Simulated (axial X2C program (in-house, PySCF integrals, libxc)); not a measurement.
NiN⁺: from the spin-free to the two-component result

Calculated with an axial X2C code built on PySCF integrals. Spin-free means the one-electron spin-free X2C Hamiltonian; two-component (2c) means X2C with spin–orbit coupling and atomic mean-field two-electron Coulomb and Gaunt terms, so the difference of the two also holds small scalar two-electron terms. Basis: Ni dyall-cv3z [9s9p6d3f2g], N dyall-av3z [7s7p3d2f] (cores contracted in-house); Gaussian nuclei, density fitting, unrestricted open shells. Masses: Ni 57.935 u, N 14.003 u.

Spin-free state: M_S = 2, Λ = 2 (beyond evenly filled blocks: σα, π+α, π-α, δ+α, δ+β, δ-α); fragments Ni+ + N.

| level | Re (Å) | ωe (cm⁻¹) | De (eV) | μ (D) |
| --- | --- | --- | --- | --- |
| PBE0 | 1.772 | 574.9 | 1.219 | -2.54 |
| MP2 | 1.761 | 476.1 | 0.756 | n/a |
| TPSS | 1.753 | 615.8 | 1.609 | -2.60 |

Correlated methods: 14 electrons correlated (number of frozen shells: Ni 3 s, 2 p; N 1 s), 250 virtual spin orbitals or spinors in MP2.

Dipoles are positive if N is the positive end and refer to the centre of mass.

Two-component determinant lowest at the distance of the search:

Ω = 4 (⟨Sz⟩ = 2.00, ⟨Lz⟩ = 2.00 at HF); fragments Ni+ + N.

```json
{"level": "PBE0", "Re (Å)": "1.772", "ωe (cm⁻¹)": "574.8", "μ (D)": "-2.55"}
{"level": "MP2", "Re (Å)": "1.761", "ωe (cm⁻¹)": "475.7", "μ (D)": "n/a"}
{"level": "TPSS", "Re (Å)": "1.753", "ωe (cm⁻¹)": "615.6", "μ (D)": "-2.60"}
```

(1) From the two tables, how do the constants change at the MP2 level (2c against spin-free)?

Occupations by symmetry block were frozen at the best pattern of an incomplete PBE0 search. De is counted from the lowest determinant-based energies of the atoms at the same level, without counterpoise correction. De is not given where an atomic determinant may have missed its ground term or J level, or where the truncated virtual space spoils (T). Density functionals use the spin component along the axis (collinear). PBE0 can misorder states that lie within some tenths of an eV, so this need not be the ground state of the molecule. The nearest other spin-free determinant of the search, M_S = 1, Λ = 0, lies 0.04 eV up at the distance of the search. The functionals have no current-density term, which raises determinants with orbital currents, atoms included. With several unpaired electrons one determinant need not be a pure state. A state of lower Ω lies just above, and one determinant can place such states too high, so the state shown need not be the lowest. The search has Ω = 1 only 0.11 eV up. Open-shell Ω = 0 determinants with evenly filled partner blocks cannot be reached by this program, so the Ω shown need not be the lowest component. At some level and bond length an empty orbital lies below a filled one.

## Answers

(1) At the MP2 level Re is unchanged within 0.001 Å and ωe drops by 0.4 cm⁻¹.
